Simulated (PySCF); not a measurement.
**Pm⁴⁴⁺: ionisation energy**

Pm⁴⁴⁺ [Ne] 3s2 3p5 (2P) → Pm⁴⁵⁺ [Ne] 3s2 3p4 (3P), as a difference of total energies. Calculation: PySCF 2.14, in an uncontracted even-tempered set (18 s from 8.8 bohr⁻², ratio 2.5; 12 p from 11 bohr⁻², ratio 2.5; 4 d from 50 bohr⁻², ratio 2.7; 4 f from 74 bohr⁻², ratio 2.7); the spin-free X2C one-electron Hamiltonian (Gaussian nucleus). Correlated levels: outer shells: 1s2 frozen; virtual orbitals above 40 to 60 times the deepest correlated orbital energy dropped. The calculations carry no spin-orbit coupling.

```tsv
method	ionisation energy (eV)
UHF	3657.1
LDA	3659.2
PBE	3659.7
PBE0	3659.6
r2SCAN	3660.0
PBEsol	3659.0
r2SCAN0	3659.7
MP2 (outer shells)	3658.2
SCS-MP2 (outer shells)	3658.1
```

Spin-orbit coupling is strong in these open shells (close to jj coupling). The scalar numbers leave it out and a first-order estimate fails, so it can dominate the gap to the real levels.

Breit and QED terms and the two-electron picture change are absent.

For comparison: 3613 ± 4 eV (theoretical estimate listed by NIST; NIST Atomic Spectra Database, ionization energies).
